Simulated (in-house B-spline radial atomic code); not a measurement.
Stripping rubidium of all its electrons. The total binding energy is the sum of the 37 successive ionisation energies. Configuration: [Kr] 5s1. Computed with a radial B-spline atomic code at the basis-set limit: Dirac-Hartree-Fock, average of configuration, Fermi nucleus of rms radius 4.2036 fm.

Dirac-Coulomb total energy: -2979.8055 hartree. First-order corrections (hartree): Breit 1.56, self-energy 1.163, vacuum polarisation -0.1205, recoil 0.0139.

What total binding energy follows, and how does it compare with the sum of NIST's ionisation energies?

81013 eV from the corrected total, against 81048 ± 34 eV from NIST's table (measured, semi-empirical and theoretical entries, uncertainties added in quadrature). The difference, +35 eV, is within about twice the table's uncertainty, so it can't show the correlation energy.

What share of the binding belongs to the last two electrons?

46 % by NIST's values (37271.4 eV).
